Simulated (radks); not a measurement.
Neutral mercury inside a hard spherical wall (all orbitals vanish at R), configuration held at [Hg] and not refilled when levels cross. All-electron calculation, scalar-relativistic Kohn-Sham, PBEsol, spin-polarised, spherical densities, point nucleus. Program: a radial shooting solver on a logarithmic mesh with Libxc functionals. Eigenvalues in eV for spin up, with the zero of energy where the potential of the charges vanishes at infinity; a dash marks a level that is unbound or too diffuse for the functional's potential to be trusted. A positive occupied level is held by the wall or, in an anion where self-interaction has pushed it up, behind a barrier. The pressure on the wall is -dE/dV.

R (bohr)  E (hartree)  kinetic (hartree)    e(4f)    e(5p)   e(5d)   e(6s)  e(6p, empty)  e(7s, empty)  pressure (GPa)
free      -19617.3475          22026.688  -95.958  -66.533  -9.880  -6.867             -             -               0
20        -19617.3475          22026.688  -95.958  -66.533  -9.880  -6.867             -             -        < 0.0001
15        -19617.3475          22026.688  -95.958  -66.533  -9.880  -6.867        -0.985         0.357        < 0.0001
8         -19617.3464          22026.700  -95.896  -66.471  -9.820  -6.808        -0.574         3.614          0.0536
6         -19617.3305          22026.825  -95.401  -65.982  -9.360  -6.305         0.780        10.117            1.55
5         -19617.2767          22027.166  -94.330  -64.951  -8.409  -5.142         3.047        18.897            9.68
3.5       -19616.6093          22030.504  -87.086  -58.423  -2.304   3.714        16.774        61.200             240
2.5       -19612.5276          22047.752  -64.572  -39.999  17.285  38.989        64.224        177.01            3790
